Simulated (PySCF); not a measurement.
ECD: SMILES FCC[C@@]12CC[C@@H]1C2, C7H11F

Geometry (Å), atoms numbered from 1 in this order:
```xyz
19

F     2.4835   -1.4048    0.0423
C     2.4137   -0.0343    0.1169
C     1.2209    0.3978    0.9650
C    -0.0844    0.1455    0.2665
C    -0.7077   -1.2345    0.0665
C    -2.1034   -0.6207    0.3054
C    -1.4520    0.7425    0.4971
C    -0.6735    1.0906   -0.7371
H     2.3264    0.3323   -0.9107
H     3.3595    0.2993    0.5568
H     1.3235    1.4635    1.1791
H     1.2501   -0.1498    1.9109
H    -0.5393   -1.6818   -0.9122
H    -0.4154   -1.9466    0.8344
H    -2.8005   -0.6840   -0.5303
H    -2.5874   -0.9991    1.2027
H    -1.7723    1.4868    1.2079
H    -1.0041    0.7234   -1.6982
H    -0.2474    2.0832   -0.7698
```

Theory: PySCF, TDDFT PBE0/def2-SVPD circular dichroism and optical rotation, one conformer, gas phase. Geometry: GFN2-xTB.

The molecule is flexible and this is one conformer; a measurement averages over conformers. States above about 7.3 eV (minus the energy of the highest occupied orbital) lie near or above the ionisation threshold and depend on the basis.

Q: Assign R or S to each stereocentre.

A: C4 S, C7 R.

Q: List the lowest 16 singlet excitations with oscillator and rotatory strengths.

A: Rotatory strengths R in 10⁻⁴⁰ esu² cm², velocity form and length form (origin at the centre of mass); f in length form.
| state | E (eV) | λ (nm) | f | R (velocity) | R (length) | main |
| --- | --- | --- | --- | --- | --- | --- |
| 1 | 7.00 | 177 | 0.026 | -18.9 | -19.2 | HOMO→LUMO 0.95 |
| 2 | 7.32 | 169 | 0.010 | -9.7 | -9.1 | HOMO→LUMO+1 0.93 |
| 3 | 7.62 | 163 | 0.016 | -5.2 | -5.0 | HOMO−1→LUMO 0.53, HOMO→LUMO+2 0.42 |
| 4 | 7.64 | 162 | 0.015 | +47.5 | +46.8 | HOMO→LUMO+2 0.53, HOMO−1→LUMO 0.40 |
| 5 | 7.78 | 159 | 0.020 | -22.2 | -19.7 | HOMO→LUMO+3 0.97 |
| 6 | 7.99 | 155 | 0.006 | -2.2 | -1.8 | HOMO−1→LUMO+1 0.93 |
| 7 | 8.14 | 152 | 0.011 | -5.3 | -6.4 | HOMO→LUMO+4 0.84 |
| 8 | 8.22 | 151 | 0.028 | +2.2 | +2.1 | HOMO−1→LUMO+2 0.86 |
| 9 | 8.31 | 149 | 0.030 | -3.7 | -3.4 | HOMO→LUMO+6 0.79 |
| 10 | 8.35 | 148 | 0.016 | -4.4 | -4.9 | HOMO→LUMO+5 0.86 |
| 11 | 8.40 | 148 | 0.003 | +5.3 | +5.1 | HOMO−1→LUMO+3 0.93 |
| 12 | 8.55 | 145 | 0.024 | +25.5 | +25.7 | HOMO−2→LUMO 0.93 |
| 13 | 8.66 | 143 | 0.026 | -15.0 | -13.3 | HOMO→LUMO+7 0.84 |
| 14 | 8.76 | 142 | 0.016 | +25.8 | +25.8 | HOMO−1→LUMO+4 0.63, HOMO−1→LUMO+6 0.15 |
| 15 | 8.82 | 141 | 0.033 | +17.0 | +17.3 | HOMO→LUMO+8 0.86 |
| 16 | 8.86 | 140 | 0.020 | -31.2 | -31.1 | HOMO−2→LUMO+1 0.77, HOMO−3→LUMO 0.12 |

Among the states computed, the strongest CD band (largest |R|) is state 4. The largest dissymmetry factor in size, g = 4R/(D+G), with D and G the electric and magnetic dipole strengths, is +0.036 for state 4 (velocity form, f = 0.015), among bands with |R| over 0.5. The mirror image has the same energies and oscillator strengths and all R with the opposite sign.
